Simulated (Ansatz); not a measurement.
Ansatz (an electronic-structure program) input (CCSD(T)/def2-SVPD):

Ansatz 0.2 input:
```yaml
crystal:
  periodic: [false, false, false]
  atoms:
    - {symbol: Mn, position_ang: [-0.00000000, -0.00000000, -1.40628783]}
    - {symbol: Br, position_ang: [0.00000000, 0.00000000, 1.00449130]}
basis:
  gaussian:
    orbitals: def2-SVPD
magnetization: {spin_polarized: true, initial_magnetization: 6}
correlation: {method: ccsd_t, electrons: outside_noble_gas}
output: {forces: true}
```

End of the output:

```
cycle   1  -5.67345781 eV  change   -6.2e-4 eV  update   6.7e-4
cycle   2  -5.67382584 eV  change   -3.7e-4 eV  update   4.7e-4
cycle   3  -5.67402446 eV  change   -2.0e-4 eV  update   2.2e-4
cycle   4  -5.67400814 eV  change    1.6e-5 eV  update   8.1e-5
cycle   5  -5.67406945 eV  change   -6.1e-5 eV  update   2.9e-5
cycle   6  -5.67410113 eV  change   -3.2e-5 eV  update   1.6e-5
cycle   7  -5.67409094 eV  change    1.0e-5 eV  update   8.2e-6
cycle   8  -5.67408729 eV  change    3.6e-6 eV  update   3.0e-6
cycle   9  -5.67408765 eV  change   -3.6e-7 eV  update   1.2e-6
perturbative correction -0.14057431 eV, -0.0051660105 hartree
the calculation of the forces begins
Total energy: -101283.56787270 eV, -3722.1024668538 hartree
Atom 0 at    -0.000000    -0.000000    -1.406288 Å, force    -0.000000     0.000000    -0.449529 eV/Å
Atom 1 at     0.000000     0.000000     1.004491 Å, force    -0.000000    -0.000000     0.449529 eV/Å
Dipole moment:    -0.000000     0.000000    -0.678425 e Å
```

The spin state was set by rule; other spins were not relaxed.
